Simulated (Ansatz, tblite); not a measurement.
Cost and result up the ladder for AsH₃ (4 atoms). Total charge 0; singlet. Geometry: PBE-D4/def2-TZVP.

```tsv
atom	x (Å)	y (Å)	z (Å)
As1	-0.3912	0.1102	-0.5098
H2	-0.6083	-1.0002	0.5285
H3	-0.1003	1.1315	0.5995
H4	1.0997	-0.2415	-0.6181
```

Ansatz on 2 threads of Intel Xeon 6975P-C on a shared host; xTB runs through tblite on one thread. Times are rough, summed over both states, and most runs start from the orbitals of an earlier one. No level here is sound enough to serve as a yardstick. The other state is a triplet.

The xTB rows come from tblite.

xTB has no spin-polarisation term.

```json
{"level": "GFN2-xTB", "functions": "12", "wall time": "0.002 s", "vertical triplet (eV)": "6.26"}
{"level": "GFN1-xTB", "functions": "15", "wall time": "0.006 s", "vertical triplet (eV)": "6.26"}
{"level": "PBE-D4/def2-TZVP (with forces)", "functions": "66", "wall time": "1.1 s", "vertical triplet (eV)": "5.90"}
{"level": "r2SCAN-D4/def2-TZVP", "functions": "66", "wall time": "2.2 s", "vertical triplet (eV)": "5.87"}
```
